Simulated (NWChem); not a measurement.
# AlH$_{2}$OBr; SMILES [AlH]([OH])[Br]

Computed with NWChem. Coordinates come from a PBE0/def2-SVP optimisation. One conformer.

Diagonal of the polarisability tensor at B3LYP/def2-SVPD, static: 52.16, 60.84, 43.90 bohr³.

Problem. Find the mean polarisability volume, the molar refraction, and the refractive index that an ideal gas of it would have at 273.15 K and 1 atm.

Solution. 
1. Mean: one third of the trace = 52.30 bohr³ × 0.14818 Å³/bohr³ = 7.75 Å³.
2. Molar refraction (Lorentz-Lorenz): (4π/3) N_A α = 19.5 cm³/mol.
3. Number density p/kT = 2.687 × 10⁻⁵ Å⁻³; n − 1 = 2π N α = 13.08 × 10⁻⁴.
4. These hold the electronic response alone: vibrational and orientational terms add to the static dielectric constant.
